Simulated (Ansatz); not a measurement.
Geometry optimisation, RKS PBE0-D4/cc-pVDZ in Ansatz 0.2.0.

Input:

```yaml
crystal:
  periodic: [false, false, false]
  atoms:
    - { symbol: B, position_ang: [-0.0306, -1.364, -0.1429] }
    - { symbol: F, position_ang: [1.2477, -1.037, -1.1814] }
    - { symbol: H, position_ang: [-1.029, -1.2695, -0.7337] }
    - { symbol: H, position_ang: [0.2741, -2.2476, 0.5478] }
    - { symbol: H, position_ang: [1.2276, -0.1419, -0.3745] }
    - { symbol: O, position_ang: [0.4526, 0.143, 0.5937] }
    - { symbol: C, position_ang: [-0.3743, 1.2542, 0.3577] }
    - { symbol: H, position_ang: [0.1745, 2.1497, 0.657] }
    - { symbol: H, position_ang: [-1.2757, 1.1718, 0.9688] }
    - { symbol: H, position_ang: [-0.6669, 1.3413, -0.6925] }
basis:
  gaussian: { orbitals: cc-pVDZ }
hamiltonian:
  xc: pbe0
  dispersion: d4
relax:
  f_tol: 0.15
  max_steps: 25
  restrain:
    - { distance: [0, 5], at: 2.8, k: 30.0 }
    - { distance: [4, 1], at: 2.18, k: 30.0 }
    - { distance: [0, 1], at: 1.41, k: 30.0 }
    - { distance: [4, 5], at: 0.97, k: 30.0 }
```

Run as:

```bash
$ ansatz run input.yaml --threads 2 --pin off --max-ram 3072MiB --backend cpu --events-out ev --progress --plain --runs-dir out
```

Question: Where does it end, and by what steps?

Answer: The forces met the threshold. The restraints hold the end off the free minimum. After 10 steps the energy has fallen by 0.684 eV (the restraints' own energy left out); B1 moved furthest, 0.69 Å. Joined: H5–O6 (1.27 → 0.97 Å).

```tsv
step	energy less start (eV)	largest force component (eV/Å)	accepted
0	0.0000	2.766	yes
1	0.0956	3.840	yes
2	-0.2518	2.871	yes
3	-0.3890	1.519	yes
4	-0.5655	0.935	yes
5	-0.5828	1.411	yes
6	-0.6600	0.936	yes
7	-0.6781	0.812	yes
8	-0.6380	0.850	no
9	-0.6814	0.881	yes
10	-0.6839	0.876	yes
```

```xyz
10
Properties=species:S:1:pos:R:3
B 0.040 -1.926 -0.543
F 1.113 -1.390 -1.216
H -1.055 -1.603 -0.932
H 0.285 -2.723 0.324
H 1.184 0.326 0.130
O 0.524 0.456 0.826
C -0.334 1.499 0.421
H 0.181 2.477 0.385
H -1.137 1.569 1.170
H -0.801 1.315 -0.564
```

Time of the run: 14 s on 2 threads of Intel(R) Xeon(R) 6975P-C (Granite Rapids), on a shared host, peak memory 0.18 GiB.
